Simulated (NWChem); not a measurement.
aniline (C6H7N); SMILES Nc1ccccc1

```xyz
14

N     -0.0559     2.3254     0.0000
C     -0.0067     0.9451     0.0000
C     -0.0058     0.2224     1.2062
C     -0.0051    -1.1687     1.2001
C     -0.0047    -1.8795     0.0000
C     -0.0051    -1.1687    -1.2001
C     -0.0058     0.2224    -1.2062
H      0.2543     2.7874    -0.8444
H      0.2543     2.7874     0.8444
H     -0.0098     0.7649     2.1560
H     -0.0033    -1.7050     2.1528
H     -0.0032    -2.9714     0.0000
H     -0.0033    -1.7050    -2.1528
H     -0.0098     0.7649    -2.1560
```
Atoms are numbered in this order, from 1.

Coordinates come from a PBE0/def2-SVP optimisation.

Give the principal values of the shielding tensors (ppm) of N1, C2, C3, C4, C5 from BHandHLYP/pcSseg-1, GIAO (NWChem), with their diamagnetic and paramagnetic parts as GIAO splits them.


```csv
atom,σ11,σ22,σ33,isotropic,diamagnetic,paramagnetic
N1,161.2,163.5,258.7,194.5,321.8,-127.3
C2,-73.9,1.5,155.1,27.6,252.2,-224.6
C3,-27.9,61.8,162.2,65.3,252.3,-186.9
C4,-72.5,34.7,173.6,45.3,252.5,-207.3
C5,-48.2,53.0,176.3,60.4,252.5,-192.1
```
